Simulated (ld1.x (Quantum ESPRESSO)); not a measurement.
**What the settings do to the PAW potential of gold**

Base potential:

```json
{"Element": "Au", "Generator": "ld1.x (Quantum ESPRESSO) 7.5", "Type": "PAW", "Functional": "PBE", "Relativity": "scalar-relativistic", "Frozen core": "[Xe] 4f14", "Valence charge": "11", "Reference configuration": "5d10 6s1 6p0", "Partial waves": "6s (bound): rcut 1.85, rcutus 2.45 bohr; 6s channel at 1.95 Ry: rcut 1.85, rcutus 2.45 bohr; 6p (bound, empty): rcut 3.20, rcutus 4.00 bohr; 6p channel at 3.1 Ry: rcut 3.20, rcutus 4.00 bohr; 5d (bound): rcut 1.75, rcutus 2.20 bohr; 5d channel at 0.2 Ry: rcut 1.75, rcutus 2.20 bohr", "Local potential": "all-electron potential smoothed inside 3.75 bohr (lloc = -1)", "Core correction": "a·sin(br)/r model core, default radius (ld1.x builds one for every PAW set, though the input has nlcc=.false.)", "Augmentation charge": "BESSEL, radius 1.30 bohr"}
```

Cutoffs, loose and tight: the cutoffs (Ry, on a coarse ladder) from which the occupation-weighted sum of valence levels, in a spherical-Bessel basis at the reference potential, stays within 10 and 1 mRy of its value at 400 Ry. They do not see the model core or the augmentation charge, which bear on the density cutoff. Test errors are all-electron minus pseudo excitation energies from the reference, over the configurations 5d10 6s0 6p0; 5d9 6s0 6p0; 5d8 6s0 6p0; 5d9 6s1 6p0; 5d10 6s0 6p1; 5d9 6s2 6p0; 5d9 6s1 6p1. A dash means not determined; rows that change the core or the reference have their own tests.

Cutoffs are not given where the Bessel-basis levels miss the radial ones by over 6 mRy, ghosts where they miss by over 20 mRy; a channel whose overlap is not positive is not tested.

| change | outcome | cutoff, loose | cutoff, tight | bound ghosts | largest test error (meV) |
| --- | --- | --- | --- | --- | --- |
| base | generated | 25 Ry | 40 Ry | none | -284 |
| waves 6p (bound): rcut 2.72, rcutus 2.88 bohr; 6p channel at 3.1 Ry: rcut 2.72, rcutus 2.88 bohr | generated | 25 Ry | 40 Ry | none | -283 |
| waves 6p (bound): rcut 3.20, rcutus 3.40 bohr; 6p channel at 3.1 Ry: rcut 3.20, rcutus 3.40 bohr | generated | 25 Ry | 40 Ry | none | -283 |
| waves 6p (bound): rcut 3.20, rcutus 3.98 bohr; 6p channel at 3.1 Ry: rcut 3.20, rcutus 3.98 bohr | generated | 25 Ry | 40 Ry | none | -284 |
| waves 6p (bound): rcut 3.20, rcutus 4.46 bohr; 6p channel at 3.1 Ry: rcut 3.20, rcutus 4.46 bohr | generated | 25 Ry | 40 Ry | none | -284 |
| waves 6p (bound): rcut 3.20, rcutus 5.08 bohr; 6p channel at 3.1 Ry: rcut 3.20, rcutus 5.08 bohr | generated | 25 Ry | 40 Ry | none | -284 |

Q: What comes out with this change to the base: waves 6p (bound): rcut 3.20, rcutus 5.90 bohr; 6p channel at 3.1 Ry: rcut 3.20, rcutus 5.90 bohr?

A: outcome: generated, overlap not positive; bound ghosts: not determined (overlap not positive); largest test error (meV): -284. A file whose overlap is not positive is unfit for use, and its test errors describe a broken file.

Reading the sweep of the p radius (base included, trends over the rows without a ghost): The loose cutoff stays near 25 Ry. The median size of the test errors (rows with all tests solved) is not monotonic: lowest 12.7 meV at 4.46 bohr, highest 16.7 meV at 2.88 bohr.
